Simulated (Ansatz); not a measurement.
Reactions of `C[Se][GeH2][OH]`.

Calculated with Ansatz (gas phase, PBE0-D4/def2-TZVP geometries, no zero-point term in ΔE). CCSD(T)/CBS adds triple-zeta CCSD(T) − MP2 to the extrapolated MP2 energy (def2 sets, frozen cores). This one scheme is used for every species, atoms too. DFT in def2-TZVPP. B3LYP here is the variant with VWN-RPA as its local correlation; programs differ in this. No spin–orbit coupling; open shells (•) take unrestricted orbitals. Spin–orbit coupling would lower the free atoms: a little for C, O; clearly for Ge, Se. For Ge, Se outer-core shells are correlated without core-valence functions, so the limit isn't a true one: a few kJ/mol of doubt a bond, and 10 to 20 or more in all where bonds break to atoms. Scalar relativity is left out up to krypton. Each species was taken in one conformer, which may not be the lowest.

```json
{"reaction": "`C[Se][GeH2][OH]` + H–F → `C[Se][GeH2][F]` + H₂O", "B3LYP-D4 (eV)": "-0.34", "HF/CBS(def2) (eV)": "-0.43", "CCSD(T)/CBS(def2) (eV)": "-0.30"}
{"reaction": "`C[Se][GeH2][OH]` + `OCO[SiH3]` → `CC(O)O[SiH3]` + `[OH][GeH2][SeH]`", "B3LYP-D4 (eV)": "-0.27", "HF/CBS(def2) (eV)": "-0.31", "CCSD(T)/CBS(def2) (eV)": "-0.30"}
{"reaction": "`C[Se][GeH2][OH]` + H₂ → `[OH][GeH2][SeH]` + CH₄", "B3LYP-D4 (eV)": "-0.77", "HF/CBS(def2) (eV)": "-0.99", "CCSD(T)/CBS(def2) (eV)": "-0.74"}
{"reaction": "`C[Se][GeH2][OH]` + `O[SiH](O)O` → `[OH][GeH2][O][SiH](O)O` + `C[SeH]`", "B3LYP-D4 (eV)": "0.03", "HF/CBS(def2) (eV)": "-0.12", "CCSD(T)/CBS(def2) (eV)": "0.04"}
{"reaction": "`C[Se][GeH2][OH]` + `NCF` → `[OH][GeH2][NH]CF` + `C[SeH]`", "B3LYP-D4 (eV)": "0.53", "HF/CBS(def2) (eV)": "0.46", "CCSD(T)/CBS(def2) (eV)": "0.49"}
{"reaction": "`C[Se][GeH2][OH]` → `[CH2]` (triplet) + `[OH][GeH2][SeH]`", "B3LYP-D4 (eV)": "4.40", "HF/CBS(def2) (eV)": "2.89", "CCSD(T)/CBS(def2) (eV)": "4.47"}
{"reaction": "`C[Se][GeH2][OH]` + H₂O → `[OH][GeH2][OH]` + `C[SeH]`", "B3LYP-D4 (eV)": "0.32", "HF/CBS(def2) (eV)": "0.12", "CCSD(T)/CBS(def2) (eV)": "0.35"}
{"reaction": "`C[Se][GeH2][OH]` + silanol → `[OH][GeH2][O][SiH3]` + `C[SeH]`", "B3LYP-D4 (eV)": "0.11", "HF/CBS(def2) (eV)": "-0.11", "CCSD(T)/CBS(def2) (eV)": "0.11"}
{"reaction": "`C[Se][GeH2][OH]` → C• + Ge• + 6 H• + O• + Se•", "B3LYP-D4 (eV)": "33.60", "HF/CBS(def2) (eV)": "23.93", "CCSD(T)/CBS(def2) (eV)": "33.98"}
{"reaction": "`C[Se][GeH2][OH]` + `B1CO1` → `C[Se]B1CO1` + `[OH][GeH3]`", "B3LYP-D4 (eV)": "0.09", "HF/CBS(def2) (eV)": "0.11", "CCSD(T)/CBS(def2) (eV)": "0.07"}
```

Largest T1 diagnostic: 0.016, for `B1CO1`.
